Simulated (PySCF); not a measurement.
CHO2, charge -1, multiplicity 1. Atoms are numbered in the order given.

```xyz
4

O      0.0000     1.1310     0.2084
C      0.0000     0.0000    -0.3136
O      0.0000    -1.1310     0.2084
H      0.0000     0.0000    -1.4521
```
Charge -1, spin multiplicity 1.

Coordinates come from a PBE0-D3(BJ)/def2-TZVPD optimisation. The spin state was assumed, not searched. The isomer is the one that the SMILES or the coordinates give; other isomers of the formula were not compared.

Calculation: PBE0-D3(BJ)/def2-TZVPD (PySCF 2.14.0).

Frequencies are harmonic and unscaled.

```
mode  ν (cm⁻¹)  IR (km/mol)  moving atoms (share of kinetic energy)
----  --------  -----------  --------------------------------------
1          753         20.8                          O 70 %, C 28 %
2         1052          0.9                          H 50 %, C 42 %
3         1368        130.5                          O 59 %, C 40 %
4         1369          7.4                                  H 92 %
5         1698        871.1                          C 70 %, O 29 %
6         2592        556.3                                  H 94 %
```
